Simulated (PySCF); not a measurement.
## Electron correlation in N(2+) (nitrogen, charge +2)

[He] 2s1 2p1 3d1, one real determinant (an excited configuration). All numbers are calculated (PySCF 2.14, scalar relativity by spin-free X2C-1e, in x2c-TZVPPall with one added diffuse shell each of s, p, d type (6s4p3d1f, 40 functions)). Frozen: nothing; 5 electrons correlated.

```csv
level,correlation energy (mhartree)
CCSD,-31.28
(T),-2.30
CCSD(T),-33.58
```

Diagnostics: T1 = 0.0078, D1 = 0.0238, largest double amplitude 0.329.

The real determinant used has ⟨L²⟩ near 8 against 12 for a pure F term, so it mixes terms. The outer electron is Rydberg-like, and this basis confines it to a smaller radius and binds it less than a complete one would. A double-excitation amplitude exceeds 0.15, a sign of near-degeneracy.

Cost of the coupled-cluster step: of the order of 2.9 core-seconds, for 5 correlated electrons.

The reference is one real determinant that mixes LS terms of this configuration.

This basis was not built for core-valence correlation, so the inner-shell part is incomplete.
